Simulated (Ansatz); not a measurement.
Geometry optimisation, Ansatz 0.2.0, RKS PBE0-D4/cc-pVDZ.

Input:

```yaml
crystal:
  periodic: [false, false, false]
  atoms:
    - { symbol: C, position_ang: [-0.2394, -1.8536, 0.1881] }
    - { symbol: C, position_ang: [0.2092, -0.7355, -0.4286] }
    - { symbol: "N", position_ang: [1.5522, -0.3718, -0.2665] }
    - { symbol: S, position_ang: [-0.7587, 0.2729, -1.4964] }
    - { symbol: B, position_ang: [-1.3208, 1.4193, -0.1117] }
    - { symbol: O, position_ang: [-0.5255, 2.6348, 0.1754] }
    - { symbol: H, position_ang: [0.3586, -2.4217, 0.8202] }
    - { symbol: H, position_ang: [-1.2868, -2.0675, 0.0313] }
    - { symbol: H, position_ang: [2.2237, -0.9198, 0.3986] }
    - { symbol: H, position_ang: [1.9724, 0.4709, -0.7096] }
    - { symbol: H, position_ang: [-2.2836, 1.1889, 0.5865] }
    - { symbol: H, position_ang: [0.1757, 2.3279, 0.8467] }
basis:
  gaussian: { orbitals: cc-pVDZ }
hamiltonian:
  xc: pbe0
  dispersion: d4
relax:
  f_tol: 0.02
  max_steps: 50
```

Command:

```bash
$ ansatz run input.yaml --threads 2 --pin off --max-ram 3072MiB --backend cpu --events-out ev --progress --plain --runs-dir out
```

Q: Where does it end, and by what steps?

A: The run converged. After 20 steps the energy has fallen by 2.051 eV; H11 moved furthest, 1.61 Å.

```tsv
step	energy less start (eV)	largest force component (eV/Å)	accepted
0	0.0000	3.267	yes
1	-0.5440	2.051	yes
2	-0.7147	0.608	yes
3	-0.8506	0.847	yes
4	-1.0441	1.087	yes
5	-1.2197	2.535	yes
6	-1.4759	1.475	yes
7	-1.6250	0.422	yes
8	-1.7162	0.356	yes
9	-1.7946	0.636	yes
10	-1.8650	0.465	yes
11	-1.9391	0.461	yes
12	-1.9994	0.243	yes
13	-2.0065	0.495	yes
14	-2.0318	0.359	yes
15	-2.0055	0.566	no
16	-2.0487	0.124	yes
17	-2.0499	0.107	yes
18	-2.0504	0.087	yes
19	-2.0510	0.036	yes
20	-2.0514	0.012	yes
```

```xyz
12
Properties=species:S:1:pos:R:3
C 0.008 -2.025 0.194
C 0.119 -0.757 -0.220
N 1.254 0.054 -0.006
S -1.237 0.068 -1.037
B -1.301 1.693 -0.179
O -0.393 2.122 0.710
H 0.862 -2.543 0.638
H -0.938 -2.559 0.113
H 2.026 -0.475 0.397
H 1.566 0.500 -0.870
H -2.240 2.387 -0.482
H 0.350 1.480 0.776
```

Run time: 34 s on 2 threads of AMD EPYC 9R45 96-Core Processor (Zen 5), with other jobs on the host, peak memory 0.3 GiB.
